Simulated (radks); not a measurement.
Results of a calculation; reference values are marked as such.
F1.75+, 7.25 electrons, occupied as [He] 2p(up 2, down 2) 2s(up 1, down 0.25) (fractional occupations, a model configuration).

Code: a radial shooting solver on a logarithmic mesh with Libxc functionals. Model: scalar-relativistic Kohn-Sham, r2SCAN, spin-polarised, spherical densities, finite nucleus; meta-GGA in the generalised Kohn-Sham scheme; Fermi nuclear charge, rms radius 2.8976 fm.

Energy parts (eV):
part                     energy
total                 -2653.216
kinetic                2652.151
electron-nucleus      -6122.287
Hartree                1067.086
exchange-correlation   -250.166

Orbitals (lengths in bohr, moments of r in powers of bohr; r(90%) holds 90 % of the orbital's charge):
\begin{tabular}{lrrr}
orbital & occ. & eigenvalue (eV) & r(90%) \\ \hline
1s up & 1 & -710.0289 & 0.315 \\
1s down & 1 & -709.1705 & 0.315 \\
2s up & 1 & -65.3594 & 1.46 \\
2s down & 0.25 & -62.9015 & 1.48 \\
2p up & 2 & -44.8283 & 1.53 \\
2p down & 2 & -42.7101 & 1.56 \\
\end{tabular}

The highest occupied level is 2p down at -42.710 eV. The spin density at the nucleus is 11.24 e/bohr^3 (1s 0.50, 2s 10.74). Summed over all electrons, <r^2> = 5.626 bohr^2, which gives a Langevin (diamagnetic) susceptibility term of -4.46 x 10^-6 cm^3/mol. Spin moment in Bohr magnetons: 0.75.
